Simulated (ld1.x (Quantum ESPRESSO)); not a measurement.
Building the TM potential for strontium (PBE, scalar-relativistic).

ld1.x (Quantum ESPRESSO) 7.5 input, shortened:

```
&input
   title='Sr', zed=38., rel=1, dft='PBE', iswitch=3,
   config='[Kr] 4d0 5s2 5p0'
 /
 &inputp
   pseudotype=2, tm=.true., lloc=-2, rcloc=1.30,
   nlcc=.false.
 /
3
4S  1  0   2.00   0.00  1.75  1.75  0.0
4P  2  1   6.00   0.00  2.10  2.10  0.0
4D  3  2   0.00   0.00  3.70  3.70  0.0
 &test
   configts(1)='4s2 4p6 4d0 5s2 5p0'
 /
```

Occupied shells without a wave of their own: 5s. They enter only through the test configuration that unscreens the potential.

Results:

* Cutoffs needed: 40 Ry and 55 Ry (the cutoffs (Ry, on a coarse ladder) from which the occupation-weighted sum of valence levels, in a spherical-Bessel basis at the reference potential, stays within 10 and 1 mRy of its value at 400 Ry)
* Ghost test: no extra level below or beside the all-electron valence levels (s, p, d, f tested) (spherical-Bessel basis up to 400 Ry, 20 bohr box)
* Largest excitation error: -525 meV (all-electron minus pseudo) for 4s2 4p6 4d0 5s0 5p0, out of 7 test configurations

Generation and tests took about 1.9 s on one core of a shared server CPU.
